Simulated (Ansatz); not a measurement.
```yaml
crystal:
  periodic: [false, false, false]
  atoms:
    - {symbol: N, position_ang: [-1.192831, 2.225545, -0.261970]}
    - {symbol: C, position_ang: [-0.577489, 1.220154, -0.329644]}
    - {symbol: C, position_ang: [0.583858, 0.159863, -0.144351]}
    - {symbol: Si, position_ang: [0.399655, -1.596247, 0.724855]}
    - {symbol: Cl, position_ang: [2.025148, 0.409260, -1.497983]}
    - {symbol: H, position_ang: [-1.362924, 2.022131, -1.058373]}
    - {symbol: H, position_ang: [0.341496, -2.519058, -0.433416]}
    - {symbol: H, position_ang: [-0.820628, -1.304065, 1.706774]}
    - {symbol: H, position_ang: [1.363473, -1.527131, 1.249027]}
basis:
  gaussian: {orbitals: pcseg-2}
hamiltonian: {xc: {name: B2PLYP}, dispersion: d2}
output: {forces: true}
```

```sh
$ ansatz run in.yaml --threads 4 --pin off --events-out ev --progress --plain --max-ram 10444MiB
```

(1) How does Ansatz answer? (An estimate is asked.)

## Answers

(1) The calculation gave: The input was rejected before any iteration.
```
Error: YAML parse error: error: line 15 column 47: hamiltonian.dispersion: `d2` is not `none`, `rvv10`, `d3bj`, `d3bjatm`, `d4` or a map `{method: …, s8: …, a1: …, a2_bohr: …}` (numbers without units, a2 in bohr) or `{method: …, functional: …}`
13 | basis:
14 |   gaussian: {orbitals: pcseg-2}
15 | hamiltonian: {xc: {name: B2PLYP}, dispersion: d2}
16 | output: {forces: true}
```
